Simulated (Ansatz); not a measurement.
The same path of CH9BN2 (13 atoms, charge 0, multiplicity 1) was run twice with different band settings. Lost on the way: N7–H13. Made: N2–H13.

Level of theory: Ansatz 0.2.0, RKS PBE0/6-31G*.

Relaxed end points:

```xyz
13
Properties=species:S:1:pos:R:3
B -0.153 0.303 0.463
N 0.246 -0.353 1.751
H -0.419 -1.036 2.091
H 1.154 -0.799 1.728
H 0.702 0.320 -0.409
H -1.267 0.014 0.052
N -0.329 1.935 0.835
H -0.706 2.429 0.028
C 0.915 2.560 1.306
H 1.278 1.947 2.133
H 1.643 2.528 0.493
H 0.763 3.593 1.632
H -1.031 1.978 1.573
```

```xyz
13
Properties=species:S:1:pos:R:3
B -0.089 0.597 0.413
N -0.414 -0.317 1.810
H -0.490 -1.317 1.629
H 0.318 -0.166 2.501
H 0.987 0.148 0.054
H -1.019 0.300 -0.316
N -0.091 2.014 0.871
H -0.803 2.582 0.432
C 1.152 2.743 0.981
H 1.891 2.133 1.515
H 1.612 3.015 0.013
H 1.027 3.671 1.557
H -1.286 0.016 2.217
```

Common settings: movable images 5; climbing image yes; spring 5.0 eV/Å²; optimiser quadratic models (default); start path through a guess of the saddle point; iteration limit 60; end points relaxed.

| run | force threshold |
| --- | --- |
| 1 | 0.03 eV/Å |
| 2 | 0.2 eV/Å |

(1) What does each run give, and how far can it be trusted?

Results:

(1) Run 1: converged after 17 iterations, highest image 0.757 eV above the first end. A vibrational analysis at the climbing image gives one clearly imaginary mode, 1429i cm⁻¹: a first-order saddle point.
Run 2: converged after 12 iterations, highest image 0.759 eV above the first end. The threshold of 0.2 eV/Å is loose, so the images may lie well off the minimum-energy path. Another band between the same ends (5 images) ends at a top of the same energy, where a vibrational analysis finds 1 clearly imaginary mode.
The orbitals stay closed-shell, which can raise the energy where a bond breaks towards radicals; this wasn't checked here.
